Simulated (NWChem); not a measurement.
Species: InH2O2I; SMILES [OH][In]([OH])[I]

```xyz
6

In     0.0264    -1.0361     0.0000
I     -0.0450     1.6135     0.0000
O     -1.6611    -2.0808     0.0000
H     -1.4737    -3.0281     0.0000
O      1.7291    -2.0688     0.0000
H      2.5058    -1.4966     0.0000
```
Atoms are numbered in this order, from 1.

Level: PBE0/def2-SVP with def2 effective core potentials on In, I (NWChem), optimised geometry, unscaled harmonic frequencies. def2 effective core potentials on In, I; no spin-orbit coupling.

List the harmonic frequencies with IR intensities, and the thermochemistry.


```csv
frequency (cm⁻¹),IR intensity (km/mol)
86,5.4
120,14.5
124,24.2
208,20.7
272,202.8
287,0.0
603,61.4
628,77.5
811,72.4
843,96.9
3876,88.0
3890,68.3
```

```json
{
 "zero_point_energy": "16.8 kcal/mol",
 "thermal correction to the enthalpy at 298.15 K (with zero-point energy)": "21.7 kcal/mol",
 "heat capacity Cv": "20.2 cal/(mol K)",
 "entropy at 298.15 K and 1 atm (symmetry number 1)": "88.0 cal/(mol K)"
}
```

Rigid rotor and harmonic oscillator; modes under 100 cm⁻¹ make the entropy uncertain.
